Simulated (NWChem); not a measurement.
System: SiHOF$_{3}$; SMILES O[Si](F)(F)F

Input file for NWChem:

```
start job
memory heap 200 mb stack 900 mb global 1100 mb
geometry units angstroms noautosym nocenter noautoz
  O      0.924398    -1.342275     0.005518
  Si    -0.005538    -0.017854    -0.000034
  F      0.254775     0.903707    -1.277954
  F     -1.524906    -0.486002    -0.009860
  F      0.238445     0.902969     1.281635
  H      1.881545    -1.256501     0.011519
end
basis spherical
  O library 6-31+g*
  Si library 6-31+g*
  F library 6-31+g*
  H library 6-31+g*
end
dft
  xc xpbe96 cpbe96
  iterations 150
end
property
  response 1 0.0
end
task dft property
```

Coordinates come from a PBE0/def2-SVP optimisation.

Static field.

Task: What results follow from this input? (PBE/6-31+G* (spherical d).) Quantities: isotropic polarisability (bohr³); anisotropy (bohr³).

Result: 
```yaml
isotropic polarisability (bohr³): 26.1
anisotropy (bohr³): 2.6
```
